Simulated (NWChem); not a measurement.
# What each level costs for hydronium (H3O (+1))

```xyz
4

O      0.0000     0.0774     0.0000
H     -0.4720    -0.2067     0.8177
H     -0.4720    -0.2067    -0.8177
H      0.9443    -0.2062     0.0000
```
Charge +1, spin multiplicity 1.

The numbers come from NWChem runs, not from measurements. All single points use one geometry, from B3LYP/def2-SVP, a minimum by its harmonic frequencies.

Basis set: def2-QZVP (147 functions). Each entry is one whole single-point run; the coupled-cluster runs use the TCE module, and the SCF and DFT modules converge to different thresholds.

The correlated methods keep 1 core orbital frozen. B3LYP has NWChem's definition, with VWN1-RPA local correlation. GW and range-separated runs recompute their integrals, the others keep them in memory, which bears on the times.

**Question.** Roughly how much processor time does each of these take, relative to RHF: MP2, B2PLYP, PBE, B3LYP, CAM-B3LYP, CR-CCSD(T)?

**Answer.** B3LYP about the same, within a factor of 3; PBE about the same, within a factor of 3; B2PLYP about the same, within a factor of 3; MP2 about the same, within a factor of 3; CAM-B3LYP about 10; CR-CCSD(T) about 20 (rough ratios from shared machines).
